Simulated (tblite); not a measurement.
Run record: tight-binding relaxation, `[SiH3]OC1=CC[C@H](Br)C1`.

Computed with GFN2-xTB geometry optimisation, gas phase (tblite 0.8.0). Start geometry: from a force field or distance geometry. The input is one job of a driver script: a line of settings, then coordinates in Å.

Command:
```bash
OMP_NUM_THREADS=1 python probes_run.py task.json out
```

Input:
```
{"job": {"kind": "relax", "xc": "GFN2-xTB", "basis": "xTB"}, "charge": 0, "multiplicity": 1}
Si     2.888300    -0.335300    -0.413900
O      1.671300     0.806300    -0.290400
C      0.339000     0.521500    -0.285500
C     -0.598600     1.494200    -0.246200
C     -1.983500     0.925600    -0.287700
C     -1.762400    -0.569800    -0.074700
Br    -2.135300    -1.022300     1.798800
C     -0.276300    -0.839300    -0.380300
H      4.210000     0.331800    -0.447400
H      2.690300    -1.118800    -1.656700
H      2.825700    -1.266800     0.739900
H     -0.383100     2.541300    -0.186400
H     -2.639100     1.393400     0.460600
H     -2.398500     1.114600    -1.292100
H     -2.442900    -1.185400    -0.653500
H      0.164100    -1.563100     0.317300
H     -0.175900    -1.215900    -1.405900
```

What does the run print?

```
step      E/eV     max force
  0    -686.26878    1.713
  1    -686.31774    1.244
  2    -686.35157    0.499
  3    -686.37495    0.384
  4    -686.38599    0.349
  5    -686.39535    0.315
  6    -686.40601    0.301
  7    -686.41629    0.266
  8    -686.42345    0.228
  9    -686.42827    0.180
... (48 lines left out)
 58    -686.45308    0.024
 59    -686.45317    0.020
 60    -686.45323    0.014
 61    -686.45328    0.016
 62    -686.45331    0.011
 63    -686.45333    0.012
 64    -686.45334    0.011
 65    -686.45336    0.013
 66    -686.45338    0.011
 67    -686.45339    0.009
```

«max force» is the largest atomic force in eV/Å.

From which step on does the largest force stay under 0.1 eV/Å, and how much energy is left to gain from there?

From step 13 (0.093 eV/Å), 13.8 meV above the end.

Main results: energy lowered by 4.3 kcal/mol over 67 steps; largest atomic force 0.009 eV/Å at the end.

Give the final coordinates.

0.140 Å rms from the input after alignment:
```
atom  x, y, z in Å
Si1    2.9082   -0.3953   -0.3647
O2     1.6608    0.6525   -0.3352
C3     0.3322    0.5073   -0.3318
C4    -0.5650    1.4842   -0.2332
C5    -1.9643    0.9446   -0.2944
C6    -1.7685   -0.5548   -0.0553
Br7   -1.9742   -0.9489    1.8637
C8    -0.3316   -0.8408   -0.4804
H9     4.0014    0.5594   -0.3837
H10    2.8318   -1.2350   -1.5639
H11    2.8916   -1.2618    0.8150
H12   -0.3540    2.5320   -0.1354
H13   -2.6264    1.4073    0.4381
H14   -2.3994    1.1093   -1.2868
H15   -2.5101   -1.1818   -0.5481
H16    0.1566   -1.6085    0.1201
H17   -0.2961   -1.1577   -1.5280
```

Time: 0.89 s. Hardware: one thread of an Arm Neoverse N1, no GPU, shared host with 64 logical CPUs at a one-minute load of 60.
Labels such as C1 count atoms from 1, the log's own numbers from 0.
